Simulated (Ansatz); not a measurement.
C3H7FSn can be A, `C[CH](C)[Sn][F]`, or B, `[CH3][SnH2]/[CH]=C\F`.

Gas-phase electronic energies from Ansatz, PBE0-D4/def2-TZVP geometries. CCSD(T)/CBS adds triple-zeta CCSD(T) − MP2 to the extrapolated MP2 energy (def2 sets, frozen cores). Functionals use def2-TZVPP. B3LYP here is the variant with VWN-RPA as its local correlation; programs differ in this. Elements past krypton have def2 core potentials. For Sn outer-core shells are correlated without core-valence functions, which leaves a few kJ/mol of doubt a bond. Each species was taken in one conformer, which may not be the lowest.

A:

Z-matrix (Å, degrees):
```
C
C 1 1.523
H 1 1.095 2 112.7
H 1 1.094 2 111.0 3 -120.9
H 1 1.097 2 111.1 3 119.8
C 2 1.523 1 111.7 3 -177.1
Sn 2 2.201 1 109.2 3 62.3
H 2 1.097 1 109.6 3 -55.5
H 6 1.097 2 111.1 1 57.5
H 6 1.094 2 111.0 1 -61.8
H 6 1.095 2 112.7 1 177.3
F 7 1.956 2 91.9 1 60.6
```

B:

Z-matrix (Å, degrees):
```
C
Sn 1 2.136
H 1 1.090 2 109.2
H 1 1.090 2 110.4 3 120.2
H 1 1.090 2 109.8 3 -119.5
C 2 2.130 1 109.7 3 60.0
H 2 1.710 1 110.7 3 -60.9
H 2 1.712 1 111.0 3 177.8
C 6 1.317 2 122.6 1 -53.0
H 6 1.084 2 121.2 1 126.5
F 9 1.346 6 121.9 2 -0.6
H 9 1.086 6 127.3 2 179.5
```

Q: Which isomer does CCSD(T)/CBS put lower? Give the gap. (Estimate.)

A: Computed: A, by 217.0 kJ/mol.

Q: Give E(B) − E(A) in kJ/mol with CCSD/def2-TZVPP, r2SCAN-D4, B3LYP, PBE-D4, ωB97M-V, B2PLYP, MP2/def2-TZVPP. (An estimate is asked.)

A: Computed: CCSD/def2-TZVPP 203.4, r2SCAN-D4 214.5, B3LYP 220.3, PBE-D4 223.0, ωB97M-V 209.8, B2PLYP 220.0, MP2/def2-TZVPP 220.6. None reverses the order clearly.

Largest T1 diagnostic: 0.014.

The D4 term adds +5.6 kJ/mol with B3LYP and +2.7 kJ/mol with PBE0; it sums over pairs of atoms, weighted by their polarisabilities, and B3LYP, whose exchange is more repulsive, gets the larger term. In def2-TZVPP, CCSD(T) changes the Hartree–Fock value by +6.6 kJ/mol (the triples alone add −2.9 kJ/mol) and MP2 by +26.7 kJ/mol.
